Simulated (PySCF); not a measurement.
Partial charges of `N#CC[SiH2]Cl`

Compound: C2H4ClNSi.
Structure used (GFN2-xTB), in Å, numbered top down from 1:
```xyz
9
C2H4ClNSi angstrom
N     -1.5110    2.1269    0.6407
C     -1.2071    1.0891    0.2679
C     -0.8000   -0.2050   -0.1865
Si     1.0851   -0.4762    0.0774
Cl     2.0873    0.8105   -1.0910
H     -1.3703   -0.9567    0.3614
H     -1.0547   -0.2935   -1.2451
H      1.3736   -1.8491   -0.3288
H      1.4106   -0.2401    1.4789
```

Density: PBE0/pcSseg-1 (PySCF); schemes: Mulliken, IAO, Hirshfeld and ESP-fitted. One conformer (not necessarily the lowest) at the GFN2-xTB geometry, without solvent, vibrations or thermal averaging.

**Question.** Tabulate the Mulliken, IAO, Hirshfeld and ESP-fitted charges.

**Answer.** In e:

```csv
atom,environment,Mulliken,IAO,Hirshfeld,ESP-fitted
N1,nitrile nitrogen,-0.239,-0.254,-0.233,-0.471
C2,nitrile carbon,+0.037,+0.138,+0.073,+0.377
C3,sp3 carbon bound to silicon,-0.514,-0.590,-0.131,-0.363
Si4,chlorine-bound silicon,+0.719,+0.837,+0.375,+0.403
Cl5,silicon-bound chlorine,-0.286,-0.287,-0.098,-0.157
H6,methylene hydrogen,+0.194,+0.194,+0.072,+0.163
H7,methylene hydrogen,+0.199,+0.195,+0.070,+0.155
H8,Si–H hydrogen,-0.065,-0.122,-0.067,-0.068
H9,Si–H hydrogen,-0.046,-0.111,-0.061,-0.039
```

Mean size of the charges over all atoms: IAO 0.303 e, Mulliken 0.255 e, ESP-fitted 0.244 e, Hirshfeld 0.131 e. Each set sums to the total charge, 0, to within 0.001 e. The IAO scheme counts the electrons in orthogonalised intrinsic atomic orbitals, a minimal basis polarised so that it spans the occupied orbitals exactly.

Lowest charge. The schemes don't all agree: Mulliken C3 (-0.514); IAO C3 (-0.590); Hirshfeld N1 (-0.233); ESP-fitted N1 (-0.471).

Highest charge. All schemes agree: Mulliken Si4 (+0.719); IAO Si4 (+0.837); Hirshfeld Si4 (+0.375); ESP-fitted Si4 (+0.403).

**Question.** Sum the charges by element, for elements with more than one atom.

**Answer.** 
```tsv
element	atoms	Mulliken	IAO	Hirshfeld	ESP-fitted
C	2	-0.476	-0.452	-0.059	+0.014
H	4	+0.282	+0.157	+0.014	+0.211
```

**Question.** How many electrons does the Mulliken scheme count on N1?

**Answer.** Z − q = 7 − (-0.239) = 7.239.
